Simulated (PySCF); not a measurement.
C₆ coefficients of unlike pairs at UHF

Calculated with PySCF 2.14 from the dipole response of each species, C₆(A,B) = (3/π) ∫ α_A(iu) α_B(iu) du, in atomic units, from isotropic polarisabilities. For ions this is the dispersion term alone; charge-induced terms of lower order in 1/R come first.

| species | configuration | basis | relativity | α (bohr³) | C₆ (like pair) |
| --- | --- | --- | --- | --- | --- |
| Cr | [Ar] 3d5 4s1 (7S) | x2c-QZVPPall with one added diffuse shell each of s, p, d, f, g type (12s8p6d4f3g) | spin-free X2C | 106.7 | 972.2 |
| N³⁺ | [He] 2s2 (1S) | def2-TZVPPD (6s3p3d1f) | none | 2.234 | 2.245 |
| Si⁻ | [Ne] 3s2 3p3 (4S) | aug-cc-pV(Q+d)Z with one added diffuse shell each of s, p, d, f, g type (8s7p6d4f3g) | none | 136.0 | 1818 |
| Tl | [Xe] 4f14 5d10 6s2 6p1 (2P) | def2-TZVPPD with the def2 core potential (60 electrons) (7s5p4d2f) | core potential | 76.43 | 830.3 |

(1) Estimate C₆ for N³⁺ with Cr.

No spin-orbit coupling is included.

The other pairs:

```tsv
pair	C₆
Tl, N³⁺	39.53
Si⁻, N³⁺	52.57
Tl, Si⁻	1204
Tl, Cr	868.3
Si⁻, Cr	1322
```

Results:

(1) The integral gives 36.88. The combination rule 2 C_A C_B / (C_A α_B/α_A + C_B α_A/α_B) gives 34.21 and the geometric mean 46.72.
